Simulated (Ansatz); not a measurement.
C3H6FNSi can be A, `NC1(F)C=C[SiH2]1`, or B, `C=N/C(F)=C/[SiH3]`.

Isolated molecules relaxed with PBE0-D4/def2-TZVP in Ansatz; ΔE leaves out vibrations. CBS: MP2 limit from def2 TZ/QZ plus the TZ coupled-cluster correction, frozen cores. DFT in def2-TZVPP. B3LYP here is the variant with VWN-RPA as its local correlation; programs differ in this. One conformer a species, not always the lowest.

**Question.** Which is lower in electronic energy at CCSD(T)/CBS, and by how much? (An estimate is asked.)

**Answer.** The calculation gave: A, by 18.6 kJ/mol.

**Question.** Give E(B) − E(A) in kJ/mol with CCSD(T)/def2-TZVPP, MP2/def2-TZVPP, B2PLYP, B3LYP, B3LYP-D4, CCSD/def2-TZVPP, HF/def2-TZVPP. (Estimate.)

**Answer.** Ansatz gave: CCSD(T)/def2-TZVPP 9.6, MP2/def2-TZVPP 20.9, B2PLYP 2.0, B3LYP -7.3, B3LYP-D4 -2.5, CCSD/def2-TZVPP 11.4, HF/def2-TZVPP -10.0. The order is the other way round with B3LYP, B3LYP-D4, HF/def2-TZVPP.

Largest T1 diagnostic: 0.014.

The D4 term adds +4.8 kJ/mol with B3LYP and +2.3 kJ/mol with PBE0; it sums over pairs of atoms, weighted by their polarisabilities, and B3LYP, whose exchange is more repulsive, gets the larger term. From PBE to PBE0 (25 % exact exchange), in def2-TZVPP and without D4, E(B) − E(A) moves by +10.9 kJ/mol.
